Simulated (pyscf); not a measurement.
Optimised with ωB97X-D3(BJ)/def2-SVP in PySCF.

Question: What is the homolytic dissociation enthalpy (298 K, ωB97M-D3(BJ)/def2-TZVP) of the As–Ga bond of H₂B–AsH–GaH₂, to H₂B–AsH• + GaH₂•?

Answer: As–Ga to H₂B–AsH• + GaH₂•: 66.8 kcal/mol. The 7 functionals that were run give +64.8 (M06-2X) to +76.1 kcal/mol (ωB97X-D3(BJ)). The radicals are drawn with the spin at the cut bond; how far it spreads was not checked. Other isomers of H₂B–AsH• were not searched in full and may lie lower. Elements up to Kr have no core potential and no relativistic terms here.
